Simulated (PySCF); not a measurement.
Species: CH5NSi2Te.
Geometry (PBE0-D3(BJ)/def2-SVP, Å), atoms numbered from 1 in this order:
```xyz
10
CH5NSi2Te angstrom
N     -1.4281    2.3980    0.5666
C     -1.5202    1.2460    0.4631
Si    -1.5640   -0.6029    0.2780
Te     0.4393   -1.5824    1.3780
Si     1.9112   -0.0795   -0.0044
H     -1.5920   -0.8635   -1.1874
H     -2.7902   -1.1080    0.9505
H      1.8672    1.3143    0.5193
H      3.2895   -0.6377    0.0955
H      1.4359   -0.1058   -1.4192
```

Level of theory: PBE0-D3(BJ)/def2-SVP geometry optimisation, gas phase, def2 core potentials past Kr in PySCF.

(1) Which atoms are bound to Te4, and at what distances?

(2) What is the shape at Te4?

(3) What are the other bond lengths?

(4) Give some angles away from the centre.

(5) What are the rotational constants (commonest isotopes, rigid rotor)?

Answers

(1) 2 atoms: Si3 2.486 Å, Si5 2.517 Å. The nearest atom not counted as bound is H9, at 3.27 Å.

(2) Bent: angle 89.6°. The Te–Si distances aren't all alike: 2.486 to 2.517 Å.

(3) N1≡C2 1.160 Å; C2–Si3 1.859 Å; Si3–H6, Si3–H7 1.488 Å; Si5–H8, Si5–H9, Si5–H10 1.491 Å.

(4) N1–C2–Si3 176.7°, C2–Si3–Te4 109.2°.

(5) A = 2189, B = 1118, C = 829.8 MHz: an asymmetric top.

Point group: C1 (no symmetry element, even within 0.4 Å). Charge 0, singlet. Stationary, but not proved a minimum.

One conformer stands for the species.
